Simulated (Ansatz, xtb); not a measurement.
## Relative energy of two isomers of CH8BFNSi+

Structure X is `CB[NH2+][SiH2]F`, a singlet and structure Y is `CB(F)[NH2+][SiH3]`, a singlet. Both are isolated ions in the gas phase, relaxed with B3LYP/6-31G*; each stands in its lowest conformer found.

Question: Which of the two would you expect CCSD(T)/def2-SVP + ΔMP2/def2-TZVPP electronic energies to favour?

Answer: Structure Y; the calculation gives E(Y) − E(X) = −5.0 kcal/mol.

How the difference moves with the method:

```csv
level,geometry,E(Y) − E(X) (kcal/mol),departure from the last row (kcal/mol),"job, with rough time for the two"
B3LYP/6-31G*,B3LYP/6-31G*,−7.9,−2.8,"optimisation, 3.7 min"
HF/def2-SVP,B3LYP/6-31G*,−10.0,−5.0,part of the CCSD(T) run
MP2/def2-SVP,B3LYP/6-31G*,−10.9,−5.8,part of the CCSD(T) run
CCSD(T)/def2-SVP,B3LYP/6-31G*,−11.9,−6.8,single point
CCSD(T)/def2-SVP + ΔMP2/def2-TZVPP,B3LYP/6-31G*,−5.0,,"single point, 55 s"
```

As drawn, Y has 1 B–F, 1 Si–H in place of 1 F–Si, 1 B–H.

None of the levels shown reverses the order. The largest departure from CCSD(T)/def2-SVP + ΔMP2/def2-TZVPP is that of CCSD(T)/def2-SVP, 6.8 kcal/mol. Levels run at GFN2-xTB geometries aren't shown. The last row adds to CCSD(T) the change of the MP2 difference between the two basis sets, here +6.8 kcal/mol, a large step that makes the value less sure.

With harmonic frequencies from B3LYP/6-31G* (ideal gas, rigid rotor, one conformer each, 298.15 K, 1 atm): on the last row, ΔE + ΔZPE = −5.7 kcal/mol. A mode under 50 cm⁻¹ makes harmonic enthalpies and free energies unreliable, so none is given.

The correlated steps freeze 9 core orbitals. Run with Ansatz 0.2.0; the last row on 2 threads of AMD EPYC 7R43 64-Core Processor (Zen 3) on a shared host.
